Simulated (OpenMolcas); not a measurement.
## Ru4+: moving or changing the point charges

Ru4+ among 4 point charges of -2 e arranged as a tetrahedron (Td), 2.09 Å from the ion.
```
   1.2067    1.2067    1.2067  -2.00
   1.2067   -1.2067   -1.2067  -2.00
  -1.2067    1.2067   -1.2067  -2.00
  -1.2067   -1.2067    1.2067  -2.00
```

```
Program             : OpenMolcas 26.06
Method              : CASSCF
Basis               : ANO-RCC-VDZP [6s5p3d1f]
Scalar Hamiltonian  : DKH2, point nucleus
Active space        : 4 electrons in 5 orbitals (4d)
State averaging     : 2S+1 = 5 even, 5 roots; 2S+1 = 3 even, 45 roots; 2S+1 = 1 even, 50 roots
Spin-orbit coupling : state interaction with AMFI integrals over the reference wave functions
```

Runs around this geometry, states (labels of Td). Energies in cm-1 above the lowest state or level, χT in cm3 K/mol; under a threefold ground state the first gap can be a small split of the lowest multiplet, not the spin-orbit step; 10Dq and B are least-squares fits to the states below 45000 cm-1, weighted by degeneracy, with a free offset, and given where the rms deviation is under 5 % of |10Dq| (or 100 cm-1) and under 700 cm-1; 10Dq is negative for this site.

```
R (Å)  q (e)  Ground state  First state of that spin   10Dq  B (rms of fit)  First gap with spin-orbit (degeneracies)  χT at 300 K  First state of another spin
 2.09     -1           5T2                   5E 1311  -1374        949 (26)                              462.5 (1, 3)        0.709                    3T1 18894
  1.9     -2           5T2                   5E 3665  -3800        936 (65)                              374.9 (1, 3)        1.015                    3T1 17085
 2.09     -2           5T2                   5E 2421  -2529        944 (39)                              420.2 (1, 3)        0.851                    3T1 18132
 2.25     -2           5T2                   5E 1737  -1821        947 (31)                              446.8 (1, 3)        0.761                    3T1 18629
```

Taking |10Dq| as R^-n, n = -ln(1821 / 3800) / ln(2.25 / 1.9) = 4.4 between the shortest and longest distance. The point-charge formula for a cubic d site gives n = 5.

Scaling the charges by -1 / -2 = 0.50 scales |10Dq| by 1374 / 2529 = 0.54; with fixed orbitals a first-order splitting would follow the charge.

An orbital triplet at a regular site is open to Jahn-Teller coupling, which can distort the site and quench the lowest spin-orbit gaps and is left out. Without dynamic correlation the repulsion within the d shell is too large (B by tens of per cent), so at a given field states of lower spin stand too high. Point charges give a weaker field than real ligands, and real ions of this kind are as a rule low spin; the high spin found here belongs to the model. The ground term spreads over less than 5000 cm-1, several times less than with real ligands, so orbital moments are less quenched and χT lies further from the spin-only value than at real sites. This is an electrostatic model: the charges have no orbitals. No measured value stands beside these numbers.
